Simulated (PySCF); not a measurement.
Positional isomers: styrene methoxy. Isolated molecules, 0 K electronic values unless said otherwise. One relaxed conformer stands for each flexible species; it need not be the lowest. Strings in code marks are SMILES.

All values below come from PBE-D3(BJ)/def2-TZVP // B3LYP-D3(BJ)/def2-SVP (PySCF 2.14.0). Excitations are Tamm–Dancoff values on a coarser integration grid. The basis has no diffuse functions, so Rydberg states are missing or too high.

| species | T1 excitation (TDA) (eV) | brightest of the four lowest singlets (TDA) (eV) |
|---|---|---|
| `C=C(OC)c1ccccc1` (C–C–O–C torsion 2°, O–C–C–C torsion 19°) | 3.17 | 5.47 |
| `c1(ccc(cc1)C=C)OC` (C–C–C–C torsion -1°, C–C–O–C torsion -180°) | 2.97 | 4.65 |
| `C(=C)c1cccc(OC)c1` (C–C–C–C torsion 0°, C–C–O–C torsion 0°) | 3.10 | ___ |
| `C=Cc1ccccc1OC` (C–C–C–C torsion 10°, C–C–O–C torsion -179°) | ___ | 4.90 |

Task: What belongs in the gaps?

Result: 
- `C(=C)c1cccc(OC)c1` (C–C–C–C torsion 0°, C–C–O–C torsion 0°), brightest of the four lowest singlets (TDA) (eV): 5.52
- `C=Cc1ccccc1OC` (C–C–C–C torsion 10°, C–C–O–C torsion -179°), T1 excitation (TDA) (eV): 2.91
